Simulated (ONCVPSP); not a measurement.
**How hard is this Kr (Z = 36) ONCV potential?**

- Element: Kr
- Generator: ONCVPSP 4.0.1
- Type: optimised norm-conserving Vanderbilt (ONCV)
- Functional: PBE
- Relativity: scalar-relativistic
- Frozen core: [Ar] 3d10
- Valence charge: 8
- Reference configuration: 4s2 4p5.5 (charge +0.5)
- Partial waves: 4s: rc 1.45 bohr, ncon 3, nbas 8, qcut 4.6 1/bohr, 3 projectors, debl 2 Ha; 4p: rc 1.45 bohr, ncon 3, nbas 6, qcut 4.9 1/bohr, 2 projectors, debl 3.2 Ha; d scattering state at 0.29 Ha: rc 1.20 bohr, ncon 4, nbas 7, qcut 8 1/bohr, 2 projectors, debl 2.6 Ha
- Local potential: polynomial inside 1.00 bohr (lpopt 2, dvloc0 3 Ha)
- Core correction: Teter function, fcfact 5, rcfact 1

Question: For each optimised wave give the share of its norm inside rc, the residual kinetic energy above qcut (Ha) and the cutoffs (Ha) for errors of 10, 1, 0.1 and 0.01 mHa per electron.

Answer:

```tsv
wave	norm inside rc	residual KE	10 mHa	1 mHa	0.1 mHa	0.01 mHa
4s	0.469	3.5e-03	8.7	29.2	93.7	not reached
s projector 2	0.065	2.4e-03	8.2	12.2	39.0	121.2
s projector 3	0.075	1.6e-02	11.2	24.4	90.6	147.1
4p	0.299	1.8e-03	4.4	14.4	48.5	79.8
p projector 2	0.088	4.7e-03	10.0	17.2	66.5	113.8
d projector 1	0.063	1.5e-02	35.9	109.9	131.9	212.5
d projector 2	0.128	7.6e-02	129.5	161.7	211.7	not reached
```

The occupied waves need 29 Ha and 94 Ha for 1 and 0.1 mHa. The cutoffs count occupied waves only; projector 2 of the d channel, the hardest unoccupied one, needs 162 Ha at the loose tolerance. Note: ghosts flagged at negative energy: d at -59.6 eV; GHOST(+) flagged for s at 261.9 eV. A true bound ghost makes a file unfit for plane-wave use.
